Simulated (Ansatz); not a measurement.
Born–Oppenheimer molecular dynamics of ClH$_{5}$Sn (7 atoms, charge 0, multiplicity 1). It starts at the highest image of a converged band, a first-order saddle point between two minima.

All numbers below come from Ansatz, RKS PBE0-D4/def2-SVP.

* ensemble: NVE (velocity Verlet)
* time step: 0.5 fs
* steps asked: 200
* starting velocities drawn for: 300 K
* seed: 11439

Frames 5 fs apart, positions in Å, forces in eV/Å.

Velocities at 25 fs (Å/ps):

```
Sn 2.60 0.32 -0.89
H 24.09 -5.34 40.81
H 13.91 -0.13 -73.43
H 3.01 -28.93 -3.33
H -28.79 -4.42 -7.74
Cl -8.57 -0.62 3.35
H -17.44 22.32 30.68
```

```xyz
7
Properties=species:S:1:pos:R:3:forces:R:3 time_fs=25 energy_less_start_eV=-0.604 T=1234
Sn -0.157 0.001 -0.139 1.14 0.08 -0.81
H 0.092 0.067 1.567 -0.03 0.04 0.19
H 1.511 -0.145 -0.565 0.05 0.01 -0.22
H -0.703 1.515 -0.758 -0.02 -0.27 0.14
H -0.944 -1.391 -0.749 0.03 0.12 0.10
Cl -2.657 -0.013 1.361 0.79 0.64 1.59
H -1.466 0.316 2.020 -1.97 -0.62 -1.01
7
Properties=species:S:1:pos:R:3:forces:R:3 time_fs=30 energy_less_start_eV=-0.559 T=1164
Sn -0.143 0.002 -0.144 2.21 -1.54 0.17
H 0.197 0.041 1.696 -0.25 -0.03 -1.54
H 1.525 -0.143 -0.921 -1.03 0.04 0.61
H -0.715 1.404 -0.775 -0.49 0.99 -0.18
H -1.059 -1.371 -0.757 0.44 0.45 0.38
Cl -2.698 -0.014 1.383 -2.21 -0.46 -0.62
H -1.743 0.364 2.075 1.33 0.54 1.18
7
Properties=species:S:1:pos:R:3:forces:R:3 time_fs=35 energy_less_start_eV=-0.846 T=1607
Sn -0.124 0.000 -0.148 0.83 0.53 -1.48
H 0.253 0.011 1.518 0.06 0.04 -0.05
H 1.331 -0.133 -1.148 -0.23 0.00 0.53
H -0.815 1.464 -0.808 0.13 -0.26 0.47
H -1.090 -1.268 -0.688 -0.11 -0.40 0.03
Cl -2.749 -0.016 1.403 0.44 0.67 1.47
H -1.879 0.482 2.297 -1.12 -0.58 -0.97
7
Properties=species:S:1:pos:R:3:forces:R:3 time_fs=40 energy_less_start_eV=-0.749 T=1457
Sn -0.104 -0.001 -0.156 -1.42 1.02 -2.45
H 0.337 -0.012 1.370 0.62 0.04 1.92
H 1.101 -0.126 -1.274 1.16 -0.11 -0.49
H -0.894 1.488 -0.744 0.36 -0.57 0.56
H -1.139 -1.243 -0.605 -0.20 -0.47 0.00
Cl -2.801 -0.016 1.430 -0.19 0.28 0.78
H -2.132 0.528 2.406 -0.34 -0.19 -0.32
7
Properties=species:S:1:pos:R:3:forces:R:3 time_fs=45 energy_less_start_eV=-0.895 T=1683
Sn -0.086 0.000 -0.169 0.20 -1.03 0.03
H 0.528 -0.024 1.538 -0.30 0.00 -1.23
H 1.085 -0.140 -1.460 0.10 0.00 0.53
H -0.904 1.408 -0.557 -0.20 0.61 0.07
H -1.215 -1.311 -0.515 0.59 0.35 0.22
Cl -2.855 -0.016 1.460 -0.39 -0.03 0.19
H -2.450 0.575 2.523 0.00 0.10 0.17
7
Properties=species:S:1:pos:R:3:forces:R:3 time_fs=50 energy_less_start_eV=-0.865 T=1638
Sn -0.068 0.000 -0.181 0.78 -0.58 0.11
H 0.666 -0.037 1.485 -0.36 -0.02 -1.20
H 1.109 -0.152 -1.539 -0.46 0.15 0.89
H -0.944 1.438 -0.343 0.02 0.30 -0.10
H -1.174 -1.319 -0.381 0.32 0.13 0.01
Cl -2.913 -0.015 1.492 0.01 1.00 2.05
H -2.730 0.641 2.674 -0.30 -0.97 -1.77
7
Properties=species:S:1:pos:R:3:forces:R:3 time_fs=55 energy_less_start_eV=-0.860 T=1631
Sn -0.048 -0.002 -0.194 -1.15 1.31 -0.70
H 0.747 -0.056 1.206 0.92 -0.06 1.53
H 1.051 -0.133 -1.443 0.39 0.11 -0.57
H -0.973 1.525 -0.155 0.58 -0.78 -0.30
H -1.071 -1.310 -0.244 -0.48 -0.56 -0.18
Cl -2.971 -0.011 1.532 -0.03 -1.22 -1.89
H -3.079 0.584 2.596 -0.23 1.20 2.12
7
Properties=species:S:1:pos:R:3:forces:R:3 time_fs=60 energy_less_start_eV=-0.893 T=1682
Sn -0.030 -0.002 -0.207 -0.11 -0.23 1.01
H 0.988 -0.088 1.177 -0.07 -0.02 0.07
H 1.068 -0.087 -1.457 0.24 0.06 -0.73
H -0.888 1.465 -0.036 0.02 -0.03 -0.31
H -1.048 -1.395 -0.144 0.09 0.25 -0.19
Cl -3.031 -0.010 1.567 -0.92 1.19 2.32
H -3.432 0.647 2.728 0.75 -1.22 -2.17
7
Properties=species:S:1:pos:R:3:forces:R:3 time_fs=65 energy_less_start_eV=-0.705 T=1394
Sn -0.013 -0.002 -0.218 2.43 -1.57 0.75
H 1.226 -0.125 1.197 -1.12 0.08 -1.12
H 1.123 -0.028 -1.615 -0.89 0.03 0.61
H -0.804 1.410 0.017 -0.60 0.94 -0.09
H -1.014 -1.436 -0.093 0.30 0.54 -0.24
Cl -3.095 -0.004 1.613 1.30 -1.36 -2.20
H -3.675 0.529 2.534 -1.42 1.34 2.28
7
Properties=species:S:1:pos:R:3:forces:R:3 time_fs=70 energy_less_start_eV=-0.923 T=1729
Sn 0.009 -0.004 -0.229 1.00 0.97 0.15
H 1.230 -0.145 0.990 -0.19 0.05 0.02
H 0.998 0.038 -1.664 -0.47 -0.01 0.14
H -0.826 1.514 0.038 0.21 -0.59 -0.23
H -0.931 -1.375 -0.094 -0.48 -0.39 -0.12
Cl -3.155 -0.002 1.653 -1.63 0.88 1.57
H -4.057 0.535 2.548 1.56 -0.91 -1.53
7
Properties=species:S:1:pos:R:3:forces:R:3 time_fs=75 energy_less_start_eV=-0.933 T=1743
Sn 0.033 -0.005 -0.238 -1.63 0.94 -0.34
H 1.225 -0.159 0.814 1.42 -0.14 1.46
H 0.771 0.102 -1.705 0.35 -0.01 -1.07
H -0.816 1.514 0.012 0.21 -0.64 -0.04
H -0.940 -1.380 -0.127 -0.30 -0.14 -0.04
Cl -3.223 0.003 1.700 0.87 -0.43 -0.61
H -4.204 0.420 2.359 -0.92 0.41 0.64
7
Properties=species:S:1:pos:R:3:forces:R:3 time_fs=80 energy_less_start_eV=-0.949 T=1768
Sn 0.054 -0.005 -0.249 1.01 -1.28 -0.36
H 1.447 -0.191 0.886 -0.89 0.12 -0.73
H 0.596 0.158 -1.923 -0.01 -0.22 0.62
H -0.774 1.398 -0.017 -0.53 0.83 0.40
H -1.010 -1.411 -0.168 0.45 0.55 0.06
Cl -3.288 0.007 1.745 -1.19 0.30 0.47
H -4.481 0.344 2.227 1.16 -0.31 -0.45
```

Of the whole run (100 fs, mean temperature of the second half 1681 K): The conserved energy stayed within 0.32 meV per atom of its start (net change 0.19 meV per atom), so the integration is sound. The kinetic energy rose, since the run started high on the potential surface and went downhill. It ends in pieces (ClH + H4Sn), so much of that is their flight and rotation, not heat. A run of 0.1 ps of so small a system gives no equilibrium averages. The orbitals stay closed-shell, which can raise the energy where a bond breaks towards radicals; this wasn't checked here.

The run took 3.1 min on 1 thread of AMD EPYC 9R45 96-Core Processor (Zen 5) (shared host), peak memory 0.16 GiB.
